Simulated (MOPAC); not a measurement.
Input for MOPAC: PM6 on MgAl-, 2S+1 = 3, a spin state set in the input, which need not be the lowest, a point of a bond scan (R = 2.600 Å). Charge -1.

```
PM6 1SCF PRECISE CHARGE=-1 UHF MS=1 THREADS=1
AlMg

Mg     0.00000000 1     0.00000000 1     0.00000000 1
Al     0.00000000 1     0.00000000 1     2.60005400 1
```

The log:

```
*******************************************************************************
 **                                                                           **
 **                              MOPAC v23.2.5                                **
 **                                                                           **
 *******************************************************************************
 ** MOPAC's Digital Object Identifier: https://doi.org/10.5281/zenodo.6511958 **
 **                                                                           **
 ** Please cite the open-source release paper for use of this MOPAC version:  **
 ** J. E. Moussa and J. J. P. Stewart (2026)                                  **
 ** MOPAC: An open-source semiempirical molecular orbital program             **
 ** J. Open Source Softw., 11(119), 8025, https://doi.org/10.21105/joss.08025 **
 *******************************************************************************

                              PM6 CALCULATION RESULTS

 *******************************************************************************
 *  PM6        - The PM6 Hamiltonian to be used
 *  UHF        - UNRESTRICTED HARTREE-FOCK CALCULATION
 *
 *
 *
 *                 CHARGE ON SYSTEM = -1
 *
 *
 *
 *  MS=        - IN MECI, MAGNETIC COMPONENT OF SPIN =  1.0
 *  PRECISE    - TIGHTER CRITERIA TO BE USED
 *  1SCF       - DO 1 SCF AND THEN STOP
 *  THREADS=1  - MULTI-THREADING NOT USED
 *  T=         - A TIME OF 172800.0 SECONDS REQUESTED
 *  DUMP=N     - RESTART FILE WRITTEN EVERY 7200.0 SECONDS REQUESTED
 *******************************************************************************
PM6 1SCF PRECISE CHARGE=-1 UHF MS=1 THREADS=1
 AlMg

   ATOM   CHEMICAL          X               Y               Z
  NUMBER   SYMBOL      (ANGSTROMS)     (ANGSTROMS)     (ANGSTROMS)

     1      Mg          0.00000000  *   0.00000000  *   0.00000000  *
     2      Al          0.00000000  *   0.00000000  *   2.60005400  *



          CARTESIAN COORDINATES

    NO.       ATOM           X           Y           Z

     1        Mg          0.0000      0.0000      0.0000
     2        Al          0.0000      0.0000      2.6001

 General Reference for PM6:
 "Optimization of Parameters for Semiempirical Methods V: Modification of NDDO Approximations
 and Application to 70 Elements", J. J. P. Stewart, J. Mol. Mod., 13, 1173-1213 (2007)
 URL: https://link.springer.com/article/10.1007/s00894-007-0233-4

           Empirical Formula: Mg Al  =     2 atoms



      MOLECULAR POINT GROUP   :   C*v


          UHF CALCULATION, NO. OF ALPHA ELECTRONS =    4
                           NO. OF BETA  ELECTRONS =    2

 -------------------------------------------------------------------------------
 PM6 1SCF PRECISE CHARGE=-1 UHF MS=1 THREADS=1
 AlMg



     1SCF WAS SPECIFIED, SO BFGS WAS NOT USED
     SCF FIELD WAS ACHIEVED


                              PM6 CALCULATION
                                                       MOPAC v23.2.5 Linux




          FINAL HEAT OF FORMATION =        109.89092 KCAL/MOL =     459.78359 KJ/MOL


          COSMO AREA              =         98.11 SQUARE ANGSTROMS
          COSMO VOLUME            =         84.43 CUBIC ANGSTROMS

          IONIZATION POTENTIAL    =          0.235198 EV
          ALPHA SOMO LUMO (EV)    =         -0.235  4.686
          BETA  SOMO LUMO (EV)    =         -3.381  4.088
          NO. OF ALPHA ELECTRONS  =          4
          NO. OF BETA  ELECTRONS  =          2
          MOLECULAR WEIGHT        =         51.2865         POINT GROUP:  C*v

          MOLECULAR DIMENSIONS (Angstroms)

            Atom       Atom       Distance
           Al     2   Mg     1     2.60005
           Al     2   Mg     1     0.00000
           Mg     1   Al     2     0.00000


          SCF CALCULATIONS        =          1





   ATOM   CHEMICAL          X               Y               Z
  NUMBER   SYMBOL      (ANGSTROMS)     (ANGSTROMS)     (ANGSTROMS)

     1      Mg          0.00000000  *   0.00000000  *   0.00000000  *
     2      Al          0.00000000  *   0.00000000  *   2.60005400  *

                             CARTESIAN COORDINATES

   1   Mg        0.000000000     0.000000000     0.000000000
   2   Al        0.000000000     0.000000000     2.600054000


           Empirical Formula: Mg Al  =     2 atoms



      MOLECULAR POINT GROUP   :   C*v


          ALPHA EIGENVALUES
  -7.69598  -3.74036  -0.23520  -0.23520   4.68589   4.68589   5.00468   8.19234
 136.27495 136.27495 138.12990 138.12990 138.87965


           BETA EIGENVALUES
  -7.09523  -3.38097   4.08837   4.08837   4.25746   7.29727   7.29727   8.21036
 141.81422 142.34114 142.34114 144.26698 144.26698


              NET ATOMIC CHARGES AND DIPOLE CONTRIBUTIONS

  ATOM NO.   TYPE          CHARGE      No. of ELECS.   s-Pop       p-Pop       d-Pop
    1         Mg          -0.474517        2.4745     1.77668     0.69784
    2         Al          -0.525483        3.5255     1.84093     1.68004     0.00452
 DIPOLE           X         Y         Z       TOTAL
 POINT-CHG.     0.000     0.000     0.008     0.008
 HYBRID         0.000     0.000    -1.087     1.087
 SUM            0.000     0.000    -1.080     1.080


          ATOMIC ORBITAL ELECTRON POPULATIONS

     Atom    s        px        py        pz      x^2-y^2     xz        z^2       yz        xy
    1 Mg   1.77668   0.30341   0.30341   0.09102
    2 Al   1.84093   0.69591   0.69591   0.28822   0.00000   0.00068   0.00315   0.00068   0.00000


                    (SZ)    =    1.000000
                    (S**2)  =    2.008991


          ATOMIC ORBITAL SPIN POPULATIONS

    Atom   Total    s     px     py     pz   x^2-y^2  xz     z^2    yz     xy
         Atomic
    1 Mg  0.5958  0.008  0.303  0.303 -0.020
    2 Al  1.4042  0.042  0.696  0.696 -0.031  0.000  0.001  0.000  0.001  0.000

 **********************
 *                    *
 * JOB ENDED NORMALLY *
 *                    *
 **********************




 == MOPAC DONE ==
```

The run finished.

Cost: roughly 0.020 core-seconds.
